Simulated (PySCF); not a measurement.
Species: SnH2MeF, CH5FSn.
Bonds: Sn1–C4, Sn1–F8. Hydrogens: H2, H3 on Sn1; H5, H6, H7 on C4.

Computed, not measured: PySCF 2.14.0, PBE0-D3(BJ)/def2-SVP geometry optimisation, gas phase, def2 core potentials past Kr.

(1) How far are the bound atoms from Sn1?

(2) List the angles at Sn1.

(3) What is the shape at Sn1?

(4) What are the other bond lengths?

(5) What are the rotational constants (commonest isotopes, rigid rotor)?

Results:

(1) 4 atoms: H3 1.714 Å, H2 1.714 Å, F8 1.949 Å, C4 2.136 Å. The nearest atom not counted as bound is H6, at 2.71 Å (others tie with it).

(2) 
```
    angle  degrees  distance of the outer atoms (Å)
H3–Sn1–C4    114.0                             3.24
H2–Sn1–C4    113.9                             3.24
H2–Sn1–H3    112.9                             2.86
C4–Sn1–F8    105.6                             3.26
H2–Sn1–F8    104.7                             2.90
H3–Sn1–F8    104.6                             2.90
```

(3) Distorted tetrahedral: angles from 104.6° to 114.0°; τ4 = (360° − α − β)/141° = 0.94 with α and β the two widest (0 for a square, 1 for a tetrahedron).

(4) C4–H5, C4–H6, C4–H7 1.099 Å.

(5) A = 9856, B = 5110, C = 3643 MHz: an asymmetric top.

Point group: Cs (tolerance 0.08 Å). Charge 0, singlet. Whether it is a minimum is left open (no frequencies).

On one thread of an x86-64 server (shared host), this took 20 s wall. This is the geometry optimisation.
